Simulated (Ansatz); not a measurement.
Gas-phase electronic energies from Ansatz, PBE0-D4/def2-TZVP geometries. CCSD(T)/CBS is the MP2 limit (def2-TZVPP, def2-QZVPP) plus CCSD(T) − MP2 in def2-TZVPP, frozen cores. Functionals use def2-TZVPP. B3LYP here is the variant with VWN-RPA as its local correlation; programs differ in this. One conformer a species, not always the lowest.

Consider the redistribution: `[SiH3]OC[SiH2]Cl` + `[SiH3]CS` → `[SiH3]C[SiH2]Cl` + `[SiH3]OCS`.

| level | ΔE (eV) |
| --- | --- |
| PBE-D4 | -0.37 |
| r2SCAN-D4 | -0.40 |
| B3LYP-D4 | -0.34 |
| ωB97X-V | -0.35 |
| B2PLYP | -0.35 |
| PBE | -0.37 |
| r2SCAN | -0.39 |
| SCS-MP2/def2-TZVPP | -0.36 |

Question: What does CCSD(T)/CBS give? (An estimate is asked.)

Answer: Computed: -0.36 eV. The listed levels differ from it by -0.01, -0.04, 0.02, 0.01, 0.01, -0.01, -0.03, 0.00 eV.

Largest T1 diagnostic among the species: 0.012.
